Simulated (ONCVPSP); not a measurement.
**Zr: one change to an ONCV potential, before and after**

```json
{
 "Element": "zirconium",
 "Generator": "ONCVPSP 4.0.1",
 "Type": "optimised norm-conserving Vanderbilt (ONCV)",
 "Functional": "PBE",
 "Relativity": "scalar-relativistic",
 "Frozen core": "[Ar] 3d10 4s2",
 "Valence charge": "10",
 "Reference configuration": "4p6 4d2 5s1 5p1",
 "Partial waves": "5s: rc 3.00 bohr, ncon 3, nbas 8, qcut 2.3 1/bohr, 2 projectors, debl 2.9 Ha; 4p+5p: rc 2.40 bohr, ncon 4, nbas 7, qcut 5.5 1/bohr, 2 projectors; 4d: rc 1.95 bohr, ncon 4, nbas 7, qcut 4.5 1/bohr, 2 projectors, debl 3.3 Ha",
 "Local potential": "polynomial inside 1.95 bohr (lpopt 5, dvloc0 3 Ha)",
 "Core correction": "Teter function fitted to the true core (icmod 2), fcfact 0.3"
}
```

Change: d: rc 2.84.

Cutoffs: the cutoffs (Ha) at which the residual kinetic energy of the hardest occupied pseudo-wave falls to 1 and 0.1 mHa per electron; they do not see the model core or the augmentation charge, which bear on the density cutoff. Errors are all-electron minus pseudo energies relative to the spin-unpolarised reference configuration.

How do hardness, ghosts and transferability respond?

The potential gets softer (24 Ha and 43 Ha → 10 Ha and 12 Ha); of the 3 tests that both files solve, the error grows in 0 and shrinks in 1 by more than 15 % and 0.3 meV (median size 1.9 → 0.3 meV); neither file shows a bound ghost. A larger radius leaves more room for a smooth pseudo-wave, so fewer plane waves are needed.

| quantity | base | changed |
| --- | --- | --- |
| cutoff, loose | 24 Ha | 10 Ha |
| cutoff, tight | 43 Ha | 12 Ha |
| loose cutoff by channel | s 2.2 Ha, p 10 Ha, d 24 Ha | s 2.2 Ha, p 10 Ha, d 8.7 Ha |
| bound ghosts | none | none |
| GHOST(+) flags under 300 eV | s at 66.1 eV | s at 66.1 eV |
| tests with a reliable result | 3 of 4 | 3 of 4 |
| error for 4p6 4d2 5s2 5p0, meV [ΔE -3.04 eV] | -4.5 | -4.3 |
| error for 4p6 4d2 5s1 5p0, meV [ΔE 4.10 eV] | +0.3 | +0.3 |
| error for 4p6 4d2 5s0 5p0, meV [ΔE 17.04 eV] | +1.9 | -0.3 |
| s: phases at 3.04 bohr within 0.05 rad from the reference energy up to (Ha; the scan ends near 5) | 1.1 | 1.1 |
| p: phases at 2.43 bohr within 0.05 rad from the reference energy up to (Ha; the scan ends near 5) | 4.5 | 4.5 |
| rms error of d²Exc/dni dnj with the model core, mHa | 0.35 | 0.64 |

Changed file: The cutoffs count occupied waves only; projector 2 of the s channel, the hardest unoccupied one, needs 34 Ha at the loose tolerance.
